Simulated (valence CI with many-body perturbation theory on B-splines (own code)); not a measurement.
## Which ion has this spectrum?

A relativistic CI+MBPT calculation for an atom or ion with 8 electrons gives these levels (eV):

| J | Parity | E | g |
| --- | --- | --- | --- |
| 2 | even | 0.0 | 1.31 |
| 0 | even | 56.0 |  |
| 1 | even | 1083.1 | 1.47 |
| 2 | even | 1101.7 | 1.12 |
| 2 | odd | 1457.4 | 1.47 |
| 1 | odd | 1535.0 | 1.16 |
| 0 | even | 2207.2 |  |
| 0 | odd | 2551.4 |  |
| 1 | odd | 2588.4 | 1.27 |
| 0 | even | 3029.1 |  |
| 2 | odd | 7712.0 | 1.49 |
| 1 | odd | 7720.5 | 1.15 |
| 1 | even | 7823.7 | 1.48 |
| 2 | even | 7825.3 | 1.16 |

The energies are calculated, and their last digits are not significant.

Q: Which is it?
A. Ho59+
B. Yb62+
C. Tm61+
D. Lu63+

A: B. Yb62+, ground level (2s^2 2p1/2^2 2p3/2^2) J=2.
